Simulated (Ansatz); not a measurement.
Coupled-cluster diagnostics for ScBr₃, Ansatz.

Geometry of the singlet (PBE0-D4/def2-SVP):

Cartesian coordinates in Å:
```
Sc -0.001 0.000 0.000
Br 0.383 -0.281 2.366
Br -0.514 2.185 -0.888
Br 0.132 -1.903 -1.478
```

Correlated methods freeze 32 core orbitals; core or outer-core shells of Sc, Br are correlated, in sets that lack core-valence functions. In CCSD on the charge 1 doublet the largest single amplitude is 0.55, so its Hartree–Fock determinant may place the open shell otherwise than the density functionals do.

Problem. Estimate the CCSD(T) correlation energy, the shares of MP2 and (T), T1 and the reference's ⟨S²⟩ for: charge 0, singlet, own geometry in def2-SVP; charge 1, doublet, vertical in def2-SVP; and the rough time on 4 threads of AMD EPYC 7R43 on a shared host.

Solution. 
```csv
state,basis,correlation (eV),MP2 share (%),(T) share (%),T1,⟨S²⟩ (pure),wall time,remarks
"charge 0, singlet, own geometry",def2-SVP,-25.357,96.3,2.6,0.010,0.00 (0.00),26 s,–
"charge 1, doublet, vertical",def2-SVP,-25.220,94.6,3.3,0.051,0.76 (0.75),2.3 min,large T1 (0.051)
```
Customary marks for T1 are 0.02 (closed shells), 0.045 (open shells) and about 0.05 (3d metals). T1 exceeds 0.02 in 1 of 2 rows and 0.045 in 1; the higher it lies, the less the single-reference result can be trusted.
